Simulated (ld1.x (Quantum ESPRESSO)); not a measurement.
## holmium TM semilocal: all-electron and pseudo phase curves

Ho, norm-conserving Troullier–Martins (semilocal form), made with ld1.x (Quantum ESPRESSO) 7.5 (PBE, scalar-relativistic). Core [Kr] 4d10, reference 4f11 5s2 5p6 5d0 6s0.5 6p0 (charge +1.5). Waves: 5s (bound): rc 1.30 bohr; 5p (bound): rc 2.24 bohr; 4f (bound): rc 0.80 bohr; 5d (bound, empty): rc 2.76 bohr. Local part: the d channel. Core correction: none.

Occupied shells without a wave of their own: 6s. They enter only through the test configuration that unscreens the potential.

The phase is arctan(r·u′/u) with u = r·R(r), unwrapped; energies in Ry, scanned from -6 to 5 Ry. A pole is an energy at which the radial function vanishes at the test radius. The pseudo phase is shifted by a multiple of π to meet the all-electron one at the reference energy, and phase errors are pseudo minus all-electron; the curves can meet again beyond the range given. Levels narrower than the energy grid can be missing from the lists of poles.

```
channel  radius (bohr)  reference energy (Ry)  poles, all-electron  poles, pseudo  unbroken range about the reference energy with phases within 0.05 rad  phase error 1 Ry above the reference energy (rad)
      s           3.01                  -4.46          -4.43, 1.33    -4.43, 1.26                                                              below 3.5                                             -0.000
      p           3.01                  -2.66          -2.55, 2.64    -2.55, 2.19                                                             below -0.5                                             -0.004
      d           3.01                  -0.74          -0.10, 4.94    -0.10, 4.87                                                        the whole range                                             +0.001
      f           3.01                  -0.98          -0.96, 2.64    -0.96, 2.65                                                              below 4.8                                             +0.000
```

A Bessel basis up to 400 Ry misses an occupied level by 0.04 Ry, so cutoffs and ghosts were not judged.

Phases in the s channel:

```tsv
E (Ry)	all-electron	pseudo
-6.00	1.411	1.411
-5.48	1.398	1.398
-4.96	1.376	1.376
-4.44	-1.547	-1.548
-3.92	-1.761	-1.761
-3.40	-1.794	-1.794
-2.88	-1.832	-1.832
-2.36	-1.888	-1.889
-1.84	-1.991	-1.993
-1.32	-2.240	-2.247
-0.80	-3.144	-3.183
-0.28	-4.214	-4.234
0.24	-4.516	-4.526
0.76	-4.637	-4.644
1.28	-4.706	-4.714
1.80	-4.758	-4.767
2.32	-4.806	-4.818
2.84	-4.861	-4.880
3.36	-4.938	-4.977
3.88	-5.084	-5.194
4.40	-5.524	-6.054
4.92	-6.875	-7.277
```
